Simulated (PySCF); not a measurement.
## WH: from constants to spectrum

UHF-CCSD(T) constants of WH, ⁶Σ⁺ (sextet), unpaired electrons σ ↑, π ↑↑, δ ↑↑ (H def2-TZVPP, W def2-TZVPP with ECP60; scalar-relativistic core potentials (PySCF 2.14); masses 1.0078 and 183.9509 u):

- ωe: 1920.0 cm⁻¹
- ωexe: 27.7 cm⁻¹
- Be: 5.7305 cm⁻¹
- αe: 0.134 cm⁻¹
- D (centrifugal): 0.000204 cm⁻¹

(1) Give the vibrational terms G(v) and spacings up to v = 6.

Correlated steps freeze no core orbitals. De is left out where the level can put another filling of the metal’s s and d shells below the measured ground configuration, by anything from nothing to about 1 eV. Spin–orbit coupling is left out, which matters for elements this heavy, above all for dissociation energies. With d or f electrons several states lie close, and the lowest PBE0 determinant need not be the measured ground state.

Results:

(1) G(v) = ωe(v+½) − ωexe(v+½)².

```csv
v,G(v) (cm⁻¹),G(v) − G(v−1),Bv (cm⁻¹)
0,953,,5.663
1,2818,1865,5.530
2,4627,1809,5.396
3,6381,1754,5.261
4,8079,1698,5.128
5,9722,1643,4.994
6,11310,1588,4.860
```
